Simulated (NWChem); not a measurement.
Program: NWChem. System: H$_{3}$BCl$_{2}$Si, charge 0, spin multiplicity 1, at a geometry optimised with PBE/def2-SVP. The structure started from a generated list of species. Level: RHF/def2-TZVP.

Part of the output:

```
             Northwest Computational Chemistry Package (NWChem) 7.3.0
             --------------------------------------------------------

                                NWChem Input Module
                                -------------------

 Scaling coordinates for geometry "geometry" by  1.889725989
 (inverse scale =  0.529177249)

                             Geometry "geometry" -> ""
                             -------------------------

 Output coordinates in angstroms (scale by  1.889725989 to convert to a.u.)

  No.       Tag          Charge          X              Y              Z
 ---- ---------------- ---------- -------------- -------------- --------------
    1 B                    5.0000     0.05141200    -0.05130400     0.06719000
    2 Cl                  17.0000     1.70806700    -0.28497200    -0.48485700
    3 Cl                  17.0000    -0.45114800    -0.83384800     1.56021300
    4 Si                  14.0000    -1.21709900     1.08291600    -1.04046400
    5 H                    1.0000    -2.54475400     1.28851700    -0.36379800
    6 H                    1.0000    -1.44861600     0.40195400    -2.36607300
    7 H                    1.0000    -0.59193900     2.42515600    -1.32063900

 Effective nuclear repulsion energy (a.u.)     227.9864289461

            Nuclear Dipole moment (a.u.)
            ----------------------------
        X                 Y               Z
 ---------------- ---------------- ----------------
    -0.0000226767    -0.0000170075    -0.0000075589


 Summary of "ao basis" -> "" (spherical)
 ------------------------------------------------------------------------------
       Tag                 Description            Shells   Functions and Types
 ---------------- ------------------------------  ------  ---------------------
 *                         def2-tzvp                  on all atoms

 Summary of "ao basis" -> "ao basis" (spherical)
 ------------------------------------------------------------------------------
       Tag                 Description            Shells   Functions and Types
 ---------------- ------------------------------  ------  ---------------------
 B                         def2-tzvp                11       31   5s3p2d1f
 Cl                        def2-tzvp                13       37   5s5p2d1f
 Si                        def2-tzvp                13       37   5s5p2d1f
 H                         def2-tzvp                 4        6   3s1p

                                 NWChem SCF Module
                                 -----------------

  ao basis        = "ao basis"
  functions       =   160
  atoms           =     7
  closed shells   =    28
  open shells     =     0
  charge          =   0.00
  wavefunction    = RHF
  use symmetry    = F
  symmetry adapt  = F

 Summary of "ao basis" -> "ao basis" (spherical)
 ------------------------------------------------------------------------------
       Tag                 Description            Shells   Functions and Types
 ---------------- ------------------------------  ------  ---------------------
 B                         def2-tzvp                11       31   5s3p2d1f
 Cl                        def2-tzvp                13       37   5s5p2d1f
 Si                        def2-tzvp                13       37   5s5p2d1f
 H                         def2-tzvp                 4        6   3s1p

 Forming initial guess at       0.1s

      Superposition of Atomic Density Guess
      -------------------------------------

 Sum of atomic energies:       -1233.82492815

      Non-variational initial energy
      ------------------------------

 Total energy =   -1234.943689
 1-e energy   =   -2158.836934
 2-e energy   =     695.906816
 HOMO         =      -0.318085
 LUMO         =      -0.017402

 Starting SCF solution at       4.4s

 ----------------------------------------------
         Quadratically convergent ROHF

 Convergence threshold     :          1.000E-07
 Maximum no. of iterations :          100
 Final Fock-matrix accuracy:          1.000E-09
 ----------------------------------------------

              iter       energy          gnorm     gmax       time
             ----- ------------------- --------- --------- --------
                 1    -1234.4090207046  7.50D-01  1.70D-01      5.9
                 2    -1234.4622561917  2.88D-01  7.04D-02      9.1
                 3    -1234.4729517406  2.00D-02  5.33D-03     13.6
                 4    -1234.4730127166  1.87D-04  4.96D-05     20.6
                 5    -1234.4730127224  2.54D-08  4.72D-09     32.5

       Final RHF  results
       ------------------

         Total SCF energy =  -1234.473012722420
      One-electron energy =  -2160.658184963264
      Two-electron energy =    698.198743294708
 Nuclear repulsion energy =    227.986428946136

        Time for solution =     28.1s

             Final eigenvalues
             -----------------

              1
    1 -104.8495
    2 -104.8488
    3  -68.7815
    4  -10.5792
    5  -10.5785
    6   -8.0458
    7   -8.0451
    8   -8.0449
    9   -8.0446
   10   -8.0442
   11   -8.0439
   12   -7.7210
   13   -6.1321
   14   -4.2382
   15   -4.2382
   16   -4.2381
   17   -1.1484
   18   -1.1065
   19   -0.7521
   20   -0.6658
   21   -0.5797
   22   -0.5471
   23   -0.5265
   24   -0.4907
   25   -0.4859
   26   -0.4737
   27   -0.4605
   28   -0.4197
   29    0.0498
   30    0.1226
   31    0.1388
   32    0.1462
   33    0.1695
   34    0.1871
   35    0.2112
   36    0.2244
   37    0.2303
   38    0.2540

                       ROHF Final Molecular Orbital Analysis
                       -------------------------------------

 Vector   26  Occ=2.000000D+00  E=-4.736690D-01
              MO Center=  6.6D-01, -4.7D-01,  3.7D-01, r^2= 3.6D+00
   Bfn.  Coefficient  Atom+Function         Bfn.  Coefficient  Atom+Function
  ----- ------------  ---------------      ----- ------------  ---------------
    47      0.320074  2 Cl py                84     -0.292048  3 Cl py
    48      0.215167  2 Cl pz                50      0.205922  2 Cl py
    87     -0.189410  3 Cl py                85     -0.186363  3 Cl pz

 Vector   27  Occ=2.000000D+00  E=-4.604674D-01
              MO Center=  3.6D-01, -3.2D-01,  3.4D-01, r^2= 4.5D+00
   Bfn.  Coefficient  Atom+Function         Bfn.  Coefficient  Atom+Function
  ----- ------------  ---------------      ----- ------------  ---------------
    83      0.359549  3 Cl px                48     -0.322625  2 Cl pz
    86      0.232979  3 Cl px                47      0.209692  2 Cl py
    51     -0.209379  2 Cl pz                80      0.167240  3 Cl px
    45     -0.150250  2 Cl pz

 Vector   28  Occ=2.000000D+00  E=-4.197356D-01
              MO Center= -1.2D-01,  1.0D-01, -1.0D-01, r^2= 3.9D+00
   Bfn.  Coefficient  Atom+Function         Bfn.  Coefficient  Atom+Function
  ----- ------------  ---------------      ----- ------------  ---------------
    46      0.177320  2 Cl px                83      0.173563  3 Cl px
     4      0.159577  1 B  s                 84     -0.154628  3 Cl py
   122      0.154622  4 Si pz                47     -0.150201  2 Cl py

 Vector   29  Occ=0.000000D+00  E= 4.977772D-02
              MO Center= -1.4D-01,  1.3D-01, -5.0D-02, r^2= 3.7D+00
   Bfn.  Coefficient  Atom+Function         Bfn.  Coefficient  Atom+Function
  ----- ------------  ---------------      ----- ------------  ---------------
    13      0.395502  1 B  py               151      0.378089  6 H  s
   157     -0.338482  7 H  s                 10      0.298862  1 B  py
   124      0.286730  4 Si py                87     -0.249676  3 Cl py
    50     -0.247641  2 Cl py                 7      0.225924  1 B  py
    14      0.221194  1 B  pz                11      0.185339  1 B  pz

 Vector   30  Occ=0.000000D+00  E= 1.226075D-01
              MO Center= -8.6D-01,  6.2D-01, -5.5D-01, r^2= 8.5D+00
   Bfn.  Coefficient  Atom+Function         Bfn.  Coefficient  Atom+Function
  ----- ------------  ---------------      ----- ------------  ---------------
   110     -3.846818  4 Si s                  5      3.677772  1 B  s
   123     -1.168666  4 Si px                12     -0.814160  1 B  px
    14     -0.758569  1 B  pz               151      0.707647  6 H  s
   124      0.702883  4 Si py                13      0.697565  1 B  py
   157      0.664386  7 H  s                 73     -0.581212  3 Cl s

 Vector   31  Occ=0.000000D+00  E= 1.388247D-01
              MO Center= -1.7D+00,  1.5D+00, -1.5D+00, r^2= 6.0D+00
   Bfn.  Coefficient  Atom+Function         Bfn.  Coefficient  Atom+Function
  ----- ------------  ---------------      ----- ------------  ---------------
     4      1.856777  1 B  s                110     -1.779142  4 Si s
   123     -1.610816  4 Si px                 5      1.564445  1 B  s
   124      1.420916  4 Si py               125     -1.427082  4 Si pz
    12     -0.813490  1 B  px                13      0.716269  1 B  py
    14     -0.681135  1 B  pz               145     -0.489166  5 H  s

------------------------------------------------------------
EAF file 0: "./mol.aoints.0" size=524288 bytes
------------------------------------------------------------
               write      read    awrite     aread      wait
               -----      ----    ------     -----      ----
     calls:        1        19         0         0         0
   data(b): 5.24e+05  9.96e+06  0.00e+00  0.00e+00
   time(s): 0.00e+00  0.00e+00  0.00e+00  0.00e+00  0.00e+00
rate(mb/s): 0.00e+00  0.00e+00
------------------------------------------------------------

 center of mass
 --------------
 x =   0.09870252 y =  -0.08852416 z =   0.08697641

 moments of inertia (a.u.)
 ------------------
         708.806424602569         163.674869754392          47.143587648920
         163.674869754392        1036.596966920153         273.686488717496
          47.143587648920         273.686488717496         809.950470821649

  Mulliken analysis of the total density
  --------------------------------------

    Atom       Charge   Shell Charges
 -----------   ------   -------------------------------------------------------
    1 B    5     4.79   0.91  1.07  0.49  0.50 -0.03  0.81  0.80  0.01  0.05  0.17  0.02
    2 Cl  17    17.14   2.01  0.45  1.52  1.08  0.85  4.18  1.69  1.08  2.85  1.38  0.01  0.03  0.00
    3 Cl  17    17.13   2.01  0.45  1.52  1.08  0.85  4.18  1.69  1.08  2.85  1.38  0.01  0.03  0.00
    4 Si  14    13.82   2.00  0.58  1.39  0.80  0.47  4.12  1.73  0.53  1.49  0.41  0.12  0.16  0.02
    5 H    1     1.04   0.23  0.56  0.24  0.01
    6 H    1     1.04   0.23  0.56  0.24  0.01
    7 H    1     1.04   0.23  0.56  0.24  0.01

       Multipole analysis of the density wrt the origin
       ------------------------------------------------

     L   x y z        total         open         nuclear
     -   - - -        -----         ----         -------
     0   0 0 0     -0.000000      0.000000     56.000000

     1   1 0 0     -0.184277      0.000000     -0.000023
     1   0 1 0      0.148697      0.000000     -0.000017
     1   0 0 1     -0.105182      0.000000     -0.000008

     2   2 0 0    -35.607274      0.000000    295.448272
     2   1 1 0      0.379350      0.000000    -91.568350
     2   1 0 1      0.223305      0.000000    -11.297968
     2   0 2 0    -34.648426      0.000000    133.325615
     2   0 1 1      0.754760      0.000000   -143.492014
     2   0 0 2    -35.392913      0.000000    242.947328

 Task  times  cpu:       32.5s     wall:       32.5s

 Total times  cpu:       32.5s     wall:       32.5s
```

Question: Write an NWChem input that would produce this output.

Answer: Several could match; the one computed here: 
```
start mol
memory heap 200 mb stack 800 mb global 1000 mb
geometry units angstroms nocenter noautoz noautosym
  B      0.051412    -0.051304     0.067190
  Cl     1.708067    -0.284972    -0.484857
  Cl    -0.451148    -0.833848     1.560213
  Si    -1.217099     1.082916    -1.040464
  H     -2.544754     1.288517    -0.363798
  H     -1.448616     0.401954    -2.366073
  H     -0.591939     2.425156    -1.320639
end
basis spherical
  * library def2-tzvp
end
scf
  rhf
  nopen 0
  maxiter 100
  thresh 1e-7
  semidirect memsize 60000000 filesize 0
end
task scf energy
```
